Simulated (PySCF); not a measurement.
Input file for PySCF: R-BP86/6-31G* on CH4Si (SMILES C=[SiH2]), a point of a bond scan (R = 2.296 Å).

```python
from pyscf import gto, scf, dft, mp
from pyscf.data.elements import chemcore

mol = gto.M(
    atom='''
    C    -1.15067768   -0.05472828   -0.00632374
    Si    1.14289580    0.05435816    0.00628098
    H    -1.77056886    0.83033249   -0.06777878
    H    -1.68440972   -0.99465742    0.04879136
    H     1.99467276   -1.14448361    0.08962685
    H     1.87791330    1.32867069   -0.06834440
    ''',
    basis='6-31g*',
    cart=True,
    charge=0, spin=0, verbose=3, max_memory=1800)
mf = dft.RKS(mol, xc='b88,p86')
mf.conv_tol = 1e-8
mf.max_cycle = 100
mf.kernel()
if not mf.converged:
    mf = mf.newton().run(mf.mo_coeff, mf.mo_occ)
```

Program output:

```
converged SCF energy = -329.856567516555
```

The run converged.

Cost: roughly 1.9 core-seconds.
